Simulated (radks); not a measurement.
Si I, 14 electrons, occupied as [Ne] 3s2 3p2. All-electron calculation, non-relativistic Kohn-Sham, LDA (Slater exchange, Perdew-Wang correlation), spin-polarised, spherical densities, point nucleus; open shells are filled with parallel spins first; hard spherical wall at 5 bohr. Program: a radial shooting solver on a logarithmic mesh with Libxc functionals.

Radial electron density D(r) = 4 pi r^2 rho(r):

| r (bohr) | D(r) (e/bohr) | spin D(r) |
|---|---|---|
| 0.003587 | 0.2565 | -0.0000155 |
| 0.004012 | 0.3171 | -0.0000191 |
| 0.004523 | 0.3973 | -0.0000239 |
| 0.005059 | 0.4897 | -0.0000293 |
| 0.005659 | 0.6024 | -0.0000358 |
| 0.00638 | 0.7506 | -0.0000442 |
| 0.007136 | 0.9193 | -0.0000537 |
| 0.008046 | 1.139 | -0.0000656 |
| 0.009 | 1.388 | -0.0000786 |
| 0.01007 | 1.685 | -0.0000934 |
| 0.01135 | 2.067 | -0.000111 |
| 0.01269 | 2.491 | -0.000129 |
| 0.0142 | 2.988 | -0.000147 |
| 0.01601 | 3.611 | -0.000165 |
| 0.01791 | 4.285 | -0.000176 |
| 0.02003 | 5.054 | -0.000179 |
| 0.02258 | 5.984 | -0.000163 |
| 0.02526 | 6.949 | -0.000120 |
| 0.02848 | 8.078 | -0.0000225 |
| 0.03186 | 9.204 | 0.000141 |
| 0.03563 | 10.37 | 0.000410 |
| 0.04017 | 11.63 | 0.000873 |
| 0.04493 | 12.77 | 0.00154 |
| 0.05026 | 13.80 | 0.00253 |
| 0.05667 | 14.73 | 0.00409 |
| 0.06338 | 15.37 | 0.00619 |
| 0.07089 | 15.72 | 0.00912 |
| 0.07993 | 15.72 | 0.0135 |
| 0.08941 | 15.37 | 0.0190 |
| 0.1008 | 14.63 | 0.0268 |
| 0.1128 | 13.68 | 0.0362 |
| 0.1261 | 12.58 | 0.0479 |
| 0.1422 | 11.41 | 0.0632 |
| 0.159 | 10.49 | 0.0800 |
| 0.1779 | 9.899 | 0.0988 |
| 0.2006 | 9.742 | 0.120 |
| 0.2243 | 10.08 | 0.139 |
| 0.253 | 10.90 | 0.158 |
| 0.2829 | 11.93 | 0.169 |
| 0.3165 | 13.00 | 0.173 |
| 0.3568 | 13.90 | 0.166 |
| 0.3991 | 14.28 | 0.148 |
| 0.4464 | 14.05 | 0.119 |
| 0.5033 | 13.09 | 0.0797 |
| 0.563 | 11.60 | 0.0417 |
| 0.6297 | 9.711 | 0.0103 |
| 0.7099 | 7.535 | -0.00479 |
| 0.7941 | 5.622 | 0.00841 |
| 0.8953 | 3.933 | 0.0607 |
| 1.001 | 2.816 | 0.149 |
| 1.12 | 2.156 | 0.274 |
| 1.263 | 1.872 | 0.439 |
| 1.413 | 1.867 | 0.606 |
| 1.58 | 1.969 | 0.764 |
| 1.781 | 2.063 | 0.897 |
| 1.993 | 2.051 | 0.963 |
| 2.229 | 1.913 | 0.960 |
| 2.513 | 1.636 | 0.877 |
| 2.811 | 1.295 | 0.735 |
| 3.169 | 0.8994 | 0.540 |
| 3.545 | 0.5519 | 0.347 |
| 3.965 | 0.2675 | 0.175 |
| 4.47 | 0.06672 | 0.0447 |

D(r) has 3 maxima, at r = 0.0756, 0.406, 1.87 bohr, and minima at 0.196, 1.34 bohr, inside which lie 2.20, 10.36 electrons.
